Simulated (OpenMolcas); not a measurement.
V2+ with its 6 nearest oxide ions at 2.147 Å, on the Mg site of MgO (a = 4.2112 Å, distance in the model lattice 2.106 Å). The rest of the host is ab initio model potentials to 7.6 Å, with orthogonalisation functions on the cations behind the ligands, and point charges beyond; the distance is set by hand and nothing relaxes. Ligand basis ANO-RCC-VDZP.
```
V     0.0000    0.0000    0.0000
O     2.1470    0.0000    0.0000
O     0.0000    2.1470    0.0000
O    -2.1470    0.0000    0.0000
O     0.0000   -2.1470    0.0000
O     0.0000    0.0000    2.1470
O     0.0000    0.0000   -2.1470
```

```json
{"Program": "OpenMolcas", "Method": "CASSCF", "Basis": "ANO-RCC-VDZP [5s4p2d1f]", "Scalar Hamiltonian": "DKH2, point nucleus", "Active space": "3 electrons in 5 orbitals (3d)", "State averaging": "2S+1 = 4 even, 10 roots; 2S+1 = 2 even, 40 roots", "Spin-orbit coupling": "state interaction with AMFI integrals over the reference wave functions"}
```

Task: What is the spin-free ground state (labels of O, the rotations of Oh)?

Result: 4A2, 1-fold in its orbital part; it has the highest spin that d3 allows.

Task: Where is the first state of the same spin?

Result: 4T2 at 15100 cm-1 above the ground state.

Task: What are the lowest two levels with spin-orbit coupling?

Result: A 4-fold level Γ8, then a 2-fold level Γ7 15079 cm-1 above it. Their leading multiplicities are 4 (100 %) and 4 (100 %).

Task: What is χT at 300 K, and how does it compare with the textbook value?

Result: The lowest level has 2S+1 = 4, for which the spin-only value is χT = S(S+1) / 2 = 1.875 cm3 K/mol (g = 2). The computed 1.862 at 300 K differs by -0.013, through a little spin-orbit mixing out of the ground term, against the free-electron g of 2.0023, which raises it.

Task: Which ligand-field parameters describe the states?

Result: A least-squares ligand-field fit to the states below 45000 cm-1, each weighted by its degeneracy and with a free common offset, gives 10Dq = 15329 cm-1, B = 913 cm-1 and C = 3196 cm-1 (C/B = 3.50), with an rms deviation of 136 cm-1. The same method and metal basis give the free ion B = 954 cm-1 (fit to its terms below 60000 cm-1, rms deviation 86 cm-1), so the nephelauxetic ratio is β = 913 / 954 = 0.96; it hangs on how both fits weigh the states, and computed free-ion B values tend to be too large, so β mixes covalency with correlation.

Without dynamic correlation the repulsion within the d shell is too large (B by tens of per cent), so at a given field states of lower spin stand too high. Ligand-to-metal charge-transfer states are missing. With no ligand orbital active B as a rule stays too high, so bands that hang on it stand too high and its fall with covalency is understated. With metal d orbitals alone and no dynamic correlation 10Dq can be off by a tenth to a fifth, either way, in oxide and fluoride hosts. No measured value stands beside these numbers; the geometry was set by hand and not optimised.
